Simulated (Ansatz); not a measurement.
Consider the ligand exchange at a B–N bond: `BN(CC)[SiH2]Cl` + `OC(O)O` → `BOC(O)O` + `CCN[SiH2]Cl`.

Calculated with Ansatz (gas phase, PBE0-D4/def2-TZVP geometries, no zero-point term in ΔE). CCSD(T)/CBS is the MP2 limit (def2-TZVPP, def2-QZVPP) plus CCSD(T) − MP2 in def2-TZVPP, frozen cores. One conformer a species, not always the lowest.

| species | CCSD(T)/CBS(def2) energy (Eh) |
| --- | --- |
| `BN(CC)[SiH2]Cl` | -909.98109 |
| `OC(O)O` | -265.98091 |
| `BOC(O)O` | -291.40495 |
| `CCN[SiH2]Cl` | -884.55705 |

**Question.** Work out ΔE.

**Answer.** ΔE = (-291.40495) + (-884.55705) − (-909.98109) − (-265.98091) = 0.00000 Eh = 0.0 kcal/mol.

Largest T1 diagnostic among the species: 0.013.

In def2-TZVPP, CCSD(T) changes the Hartree–Fock value by +3.7 kcal/mol (the triples alone add +0.4 kcal/mol) and MP2 by +4.3 kcal/mol. The D4 term adds +1.3 kcal/mol with B3LYP and +0.7 kcal/mol with PBE0; it sums over pairs of atoms, weighted by their polarisabilities, and B3LYP, whose exchange is more repulsive, gets the larger term.

B3LYP here is the variant with VWN-RPA as its local correlation; programs differ in this.
